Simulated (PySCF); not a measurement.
**Löwdin shares of the frontier orbitals**

Species: C2H8FNSi2.
Atom-mapped SMILES: `[CH2:1]=[CH:2][SiH2:3][Si@H:4]([NH2:5])[F:6]` (hydrogens: H7, H8 on C1; H9 on C2; H10, H11 on Si3; H12 on Si4; H13, H14 on N5)

Theory: PySCF, TDDFT PBE0/def2-SVPD, vertical, gas phase, core orbitals frozen in the response. The structure is a single GFN2-xTB conformer in the gas phase; no vibrational or solvent corrections. Torsions of this conformer, `[CH2:1]=[CH:2][SiH2:3][Si@H:4]([NH2:5])[F:6]`: C1–C2–Si3–Si4 114°, C2–Si3–Si4–N5 -75°, H–N5–Si4–Si3 57°, H–N5–Si4–Si3 -160°.

Frontier orbitals with the atoms that hold most of them (Löwdin shares over 4%, at most four atoms; ? is withheld):

```csv
orbital,ε (eV),atoms
LUMO+2,-0.01,"Si3 22%, Si4 21%, N5 10%, C2 8%"
LUMO+1,-0.17,"Si3 21%, Si4 20%, C1 14%, C2 14%"
LUMO,-0.81,?
HOMO,-7.41,?
HOMO-1,-8.14,"C2 24%, N5 24%, C1 24%, Si4 6%"
HOMO-2,-8.86,"C2 24%, Si3 19%, C1 14%, N5 9%"
HOMO-3,-9.34,"Si3 23%, C2 20%, H10 15%, Si4 10%"
```

Task: Which atoms hold the LUMO, and with what shares?

Result: C1 (bonded to C and 2 H) 22%; C2 (bonded to C, Si and H) 21%; Si3 (bonded to C, Si and 2 H) 17%; Si4 (bonded to F, N, Si and H) 15%. By element: carbon 43%, silicon 32%.

Task: Which atoms hold the HOMO, and with what shares?

Result: N5 (bonded to Si and 2 H) 36%; Si4 (bonded to F, N, Si and H) 16%; Si3 (bonded to C, Si and 2 H) 10%; H12 (bonded to Si) 9%. By element: nitrogen 36%, silicon 26%, hydrogen 9% or more.

Task: How does S1 compare with the orbital gap of 6.60 eV?

Result: S1 is at 5.51 eV (f = 0.028), 1.10 eV below the gap, made of HOMO→LUMO (89%). 

Next come S2 at 6.05 eV (f 0.0026), HOMO→LUMO+2 (69%), HOMO→LUMO+1 (25%); S3 at 6.25 eV (f 0.049), HOMO→LUMO+1 (60%), HOMO→LUMO+2 (24%); S4 at 6.36 eV (f 0.083), HOMO-1→LUMO (63%), HOMO-1→LUMO+1 (19%); S5 at 6.68 eV (f 0.0091), HOMO-2→LUMO (65%), HOMO-3→LUMO (14%).

Time: 31 s; peak memory 0.81 GiB. Hardware: one thread of an Intel Xeon at 2.70 GHz, on a shared host.
